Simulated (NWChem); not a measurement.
System: C$_{2}$H$_{2}$ClF$_{3}$; SMILES F[C@@H](C(F)F)Cl

NWChem input:

```
start job
memory heap 200 mb stack 900 mb global 1100 mb
geometry units angstroms noautoz
  F     -0.231091    -2.034321     0.614898
  C      0.457306    -0.909418     0.262989
  F      0.918148    -1.059710    -1.001605
  C     -0.507768     0.282359     0.342463
  F     -1.490028     0.143782    -0.583215
  Cl     0.403922     1.805132     0.078450
  H      1.316039    -0.772046     0.959883
  H     -0.956338     0.339475     1.357009
end
basis spherical
  F library def2-svp
  C library def2-svp
  Cl library def2-svp
  H library def2-svp
end
dft
  xc b3lyp
  iterations 150
  mulliken
end
task dft energy
```

Excerpt of the output:

```
             Northwest Computational Chemistry Package (NWChem) 7.3.0
             --------------------------------------------------------

 C1  symmetry detected

                             Geometry "geometry" -> ""
                             -------------------------

 Output coordinates in angstroms (scale by  1.889725989 to convert to a.u.)

  No.       Tag          Charge          X              Y              Z
 ---- ---------------- ---------- -------------- -------------- --------------
    1 F                    9.0000    -0.22946270    -2.04618085     0.59594232
    2 C                    6.0000     0.45824155    -0.90001313     0.31935683
    3 F                    9.0000     1.03518515    -1.02281621    -0.89974796
    4 C                    6.0000    -0.54090944     0.26604807     0.32322348
    5 F                    9.0000    -1.43159006     0.11444617    -0.68901312
    6 Cl                  17.0000     0.35075260     1.81443802     0.15846156
    7 H                    1.0000     1.24663661    -0.74985218     1.09255772
    8 H                    1.0000    -1.08061497     0.29915425     1.29348262

 Effective nuclear repulsion energy (a.u.)     317.4553016220

                                 NWChem DFT Module
                                 -----------------

 Summary of "ao basis" -> "ao basis" (spherical)
 ------------------------------------------------------------------------------
       Tag                 Description            Shells   Functions and Types
 ---------------- ------------------------------  ------  ---------------------
 F                          def2-svp                 6       14   3s2p1d
 C                          def2-svp                 6       14   3s2p1d
 Cl                         def2-svp                 8       18   4s3p1d
 H                          def2-svp                 3        5   2s1p

            General Information
            -------------------
          SCF calculation type: DFT
          Wavefunction type:  closed shell.
          No. of atoms     :     8
          No. of electrons :    58
           Alpha electrons :    29
            Beta electrons :    29
          Charge           :     0
          Spin multiplicity:     1
          Use of symmetry is: off; symmetry adaption is: off
          Maximum number of iterations: 150
          AO basis - number of functions:    98
                     number of shells:    44
          Convergence on energy requested:  1.00D-06
          Convergence on density requested:  1.00D-05
          Convergence on gradient requested:  5.00D-04

              XC Information
              --------------
                         B3LYP Method XC Potential
                     Hartree-Fock (Exact) Exchange  0.200
                        Slater Exchange Functional  0.800 local
                    Becke 1988 Exchange Functional  0.720 non-local
              Lee-Yang-Parr Correlation Functional  0.810
                  VWN I RPA Correlation Functional  0.190 local

             Grid Information
             ----------------
          Grid used for XC integration:  medium
          Radial quadrature: Mura-Knowles
          Angular quadrature: Lebedev.
          Tag              B.-S. Rad. Rad. Pts. Rad. Cut. Ang. Pts.
          ---              ---------- --------- --------- ---------
          F                   0.50       49          10.0       434
          C                   0.70       49           8.0       434
          Cl                  1.00       88           8.0       590
          H                   0.35       45           8.0       434
          Grid pruning is: on
          Number of quadrature shells:   423
          Spatial weights used:  Erf1

      Superposition of Atomic Density Guess
      -------------------------------------

 Sum of atomic energies:        -833.44923237

      Non-variational initial energy
      ------------------------------

 Total energy =    -835.246331
 1-e energy   =   -1787.051230
 2-e energy   =     634.349598
 HOMO         =      -0.330191
 LUMO         =       0.106984

     ---------------------------------------------
      Total Density - Mulliken Population Analysis
     ---------------------------------------------

    Atom       Charge   Shell Charges
 -----------   ------   -------------------------------------------------------
    1 F    9     9.44   1.99  1.14  0.78  3.46  2.07  0.00
    2 C    6     5.10   1.99  0.89  0.19  1.45  0.48  0.09
    3 F    9     9.43   1.99  1.14  0.77  3.46  2.06  0.00
    4 C    6     5.37   1.99  0.92  0.24  1.50  0.66  0.07
    5 F    9     9.42   1.99  1.14  0.77  3.45  2.06  0.00
    6 Cl  17    17.31   2.00  1.99  1.22  0.72  5.94  2.14  3.27  0.02
    7 H    1     0.99   0.71  0.26  0.02
    8 H    1     0.94   0.70  0.22  0.02

   convergence    iter        energy       DeltaE   RMS-Dens  Diis-err
 ---------------- ----- ----------------- --------- --------- ---------
 d= 0,ls=0.0,diis     1   -836.5105250571 -1.15D+03  1.99D-02  1.73D+00
 d= 0,ls=0.0,diis     2   -836.2855876065  2.25D-01  1.18D-02  4.40D+00
 d= 0,ls=0.0,diis     3   -836.7022776389 -4.17D-01  1.39D-03  3.56D-02
 d= 0,ls=0.0,diis     4   -836.7044482939 -2.17D-03  6.30D-04  7.73D-03
 d= 0,ls=0.0,diis     5   -836.7050763873 -6.28D-04  1.89D-04  5.11D-04
  Resetting Diis
 d= 0,ls=0.0,diis     6   -836.7051279888 -5.16D-05  3.41D-05  2.14D-05
 d= 0,ls=0.0,diis     7   -836.7051298678 -1.88D-06  1.69D-05  1.27D-06
 d= 0,ls=0.0,diis     8   -836.7051298501  1.76D-08  8.08D-06  1.62D-06

         Total DFT energy =     -836.705129850131
      One electron energy =    -1788.341312834693
           Coulomb energy =      705.422576677553
    Exchange-Corr. energy =      -71.241695315031
 Nuclear repulsion energy =      317.455301622040

 Numeric. integr. density =       58.000000079976

                       DFT Final Molecular Orbital Analysis
                       ------------------------------------

 Vector   27  Occ=2.000000D+00  E=-3.650619D-01
              MO Center=  1.6D-01, -3.4D-01,  8.6D-02, r^2= 3.3D+00
   Bfn.  Coefficient  Atom+Function         Bfn.  Coefficient  Atom+Function
  ----- ------------  ---------------      ----- ------------  ---------------
    89      0.251869  7 H  s                  4      0.239603  1 F  px
    61      0.234884  5 F  py                32      0.231939  3 F  px
    81     -0.230889  6 Cl px                18      0.219158  2 C  px
    47      0.215006  4 C  py                78     -0.186057  6 Cl px
    64     -0.175321  5 F  py                 7     -0.167017  1 F  px

 Vector   28  Occ=2.000000D+00  E=-3.361612D-01
              MO Center=  2.7D-01,  1.7D+00,  1.4D-01, r^2= 1.5D+00
   Bfn.  Coefficient  Atom+Function         Bfn.  Coefficient  Atom+Function
  ----- ------------  ---------------      ----- ------------  ---------------
    83      0.500182  6 Cl pz                80      0.381379  6 Cl pz
    81      0.345241  6 Cl px                78      0.264638  6 Cl px
    77      0.220175  6 Cl pz                75      0.152523  6 Cl px
    82     -0.143886  6 Cl py                79     -0.104828  6 Cl py
    61     -0.103990  5 F  py                60     -0.099608  5 F  px

 Vector   29  Occ=2.000000D+00  E=-3.213056D-01
              MO Center=  1.9D-01,  1.3D+00,  2.0D-01, r^2= 2.3D+00
   Bfn.  Coefficient  Atom+Function         Bfn.  Coefficient  Atom+Function
  ----- ------------  ---------------      ----- ------------  ---------------
    81      0.376383  6 Cl px                83     -0.355934  6 Cl pz
    78      0.284372  6 Cl px                82     -0.277851  6 Cl py
    80     -0.265169  6 Cl pz                79     -0.195290  6 Cl py
    94      0.171196  8 H  s                 75      0.163897  6 Cl px
    77     -0.153028  6 Cl pz                46     -0.136024  4 C  px

 Vector   30  Occ=0.000000D+00  E= 1.072677D-02
              MO Center= -5.9D-02,  7.7D-01,  3.7D-01, r^2= 2.8D+00
   Bfn.  Coefficient  Atom+Function         Bfn.  Coefficient  Atom+Function
  ----- ------------  ---------------      ----- ------------  ---------------
    45      0.769007  4 C  s                 82      0.679393  6 Cl py
    74     -0.520719  6 Cl s                 50      0.515372  4 C  py
    47      0.454884  4 C  py                95     -0.432398  8 H  s
    81      0.380192  6 Cl px                90     -0.369283  7 H  s
    44      0.322958  4 C  s                 49      0.260426  4 C  px

 Vector   31  Occ=0.000000D+00  E= 5.058607D-02
              MO Center= -2.2D-01, -1.7D-02,  8.6D-01, r^2= 4.1D+00
   Bfn.  Coefficient  Atom+Function         Bfn.  Coefficient  Atom+Function
  ----- ------------  ---------------      ----- ------------  ---------------
    95      1.313324  8 H  s                 90      0.893391  7 H  s
    51     -0.737476  4 C  pz                45     -0.645119  4 C  s
    23     -0.463686  2 C  pz                17     -0.363759  2 C  s
    48     -0.350088  4 C  pz                20     -0.287518  2 C  pz
    59     -0.277684  5 F  s                 31     -0.246148  3 F  s

 Vector   32  Occ=0.000000D+00  E= 8.041188D-02
              MO Center= -4.6D-01, -7.2D-02,  1.0D+00, r^2= 3.9D+00
   Bfn.  Coefficient  Atom+Function         Bfn.  Coefficient  Atom+Function
  ----- ------------  ---------------      ----- ------------  ---------------
    45      1.581733  4 C  s                 95     -1.540666  8 H  s
    90      0.851403  7 H  s                 17     -0.593596  2 C  s
    49     -0.520949  4 C  px                59     -0.408596  5 F  s
    23     -0.377233  2 C  pz                22     -0.371704  2 C  py
    44      0.334073  4 C  s                 51      0.249486  4 C  pz

     ---------------------------------------------
      Total Density - Mulliken Population Analysis
     ---------------------------------------------

[...]
```

Level: B3LYP/def2-SVP. Geometry: optimised at PBE-D3(BJ)/def2-SVP.
